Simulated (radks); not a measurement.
The numbers below are computed, except where a source is named.
Ionisation of neutral technetium, [Kr] 4d5 5s2, to Tc+, [Kr] 4d5 5s1, under several functionals. Scalar-relativistic Kohn-Sham, spin-unpolarised, spherical densities, finite nucleus; a radial shooting solver on a logarithmic mesh with Libxc functionals.

functional  E(Tc) (hartree)  Exc (hartree)  IE (eV)  -e(HOMO) (eV)  <r> HOMO (bohr)  IE error (eV)
XLYP            -4286.52558     -129.20440    8.143          4.975            3.314         +1.023
SCAN            -4286.45573     -128.98988    8.299          5.231            3.264         +1.180
BP86            -4286.43804     -129.12134    8.347          5.213            3.281         +1.228
PW91            -4286.25795     -128.94483    8.218          5.100            3.293         +1.098
revPBE          -4285.73102     -128.41217    8.061          4.976            3.306         +0.942
PBEsol          -4283.27875     -125.92734    8.196          5.082            3.281         +1.077

NIST Atomic Spectra Database: 7.119 eV (measured). Closest: revPBE. The Delta-SCF values span 0.29 eV, the total energies 3.25 hartree. The highest occupied level is 5s. Spin polarisation and multiplet splitting are left out, so open shells lie too high by an amount that depends on their filling.

Beside tabulated values, note that spin-unpolarised runs miss the spin-polarisation part of the exchange energy of open shells.
